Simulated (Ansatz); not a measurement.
`C=N[SiH2]N[SiH3]` → `C=N[SiH2]N` + `[SiH2]`  (silylene loss)

Isolated molecules relaxed with PBE0-D4/def2-TZVP in Ansatz; ΔE leaves out vibrations. CCSD(T)/CBS is the MP2 limit (def2-TZVPP, def2-QZVPP) plus CCSD(T) − MP2 in def2-TZVPP, frozen cores. This one scheme is used for every species. DFT in def2-TZVPP. Each species was taken in one conformer, which may not be the lowest.

| level | ΔE (kJ/mol) |
| --- | --- |
| revPBE-D4 | 282.3 |
| r2SCAN-D4 | 307.7 |
| r2SCAN0-D4 | 310.9 |
| HF/CBS(def2) | 280.5 |

(1) What does CCSD(T)/CBS give? (Best estimate.)

Largest T1 diagnostic among the species: 0.014.

Answers

(1) The calculation gave: +290.9 kJ/mol. The listed levels differ from it by -8.6, 16.8, 20.0, -10.4 kJ/mol.

From PBE to PBE0 (25 % exact exchange), in def2-TZVPP and without D4, ΔE moves by +12.5 kJ/mol. The D4 term adds +15.1 kJ/mol with B3LYP and +8.4 kJ/mol with PBE0; it sums over pairs of atoms, weighted by their polarisabilities, and B3LYP, whose exchange is more repulsive, gets the larger term.

B3LYP here is the variant with VWN-RPA as its local correlation; programs differ in this.
